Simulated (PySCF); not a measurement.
A structure optimised at PBE0-D3(BJ)/def2-SVP, used in a PySCF frequency run:

```
Si
O 1 1.6578
Si 2 1.6577 1 147.89
O 1 1.6785 2 107.57 3 -82.16
Si 4 1.6389 1 137.51 2 31.95
H 5 1.4833 4 109.37 1 155.24
H 5 1.4856 6 111.99 4 -124.36
H 3 1.4915 2 109.99 1 98.15
H 3 1.4919 8 109.09 2 -118.58
H 3 1.4939 8 109.58 9 -119.31
C 1 1.8538 2 108.67 3 161.95
H 11 1.1004 1 110.25 2 55.13
H 11 1.1006 12 108.27 1 -121.46
H 11 1.1007 12 108.16 13 -117.19
C 1 1.8599 2 110.23 3 35.65
H 15 1.1009 1 111.36 2 60.62
H 15 1.1009 16 108.18 1 -121.95
H 15 1.1010 16 108.35 17 -116.80
Cl 5 2.0806 6 107.65 7 -117.05
```

Q: Write its SMILES and formula.

A: C[Si](C)(O[SiH3])O[SiH2]Cl, C₂H₁₁ClO₂Si₃

Q: What are its rotational constants (standard atomic weights)?

A: 1.1061, 0.80540, 0.59585 GHz
